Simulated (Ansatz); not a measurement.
Species: C₇H₁₂BN, SMILES `C1C[C@H](B)CC[C@@H]1C#N` (charge 0, multiplicity 1), formula C$_{7}$H$_{12}$BN.

### Question
How many basis functions does Ansatz (a program for electronic structure) with frozen-core CCSD(T)/cc-pVDZ // PBE0-D3(BJ)/def2-SVP use, how many core orbitals are frozen, and how many electrons are correlated?

### Answer
186 basis functions and 9 frozen orbitals, which leaves 48 correlated electrons. Core time is of the order of minutes.
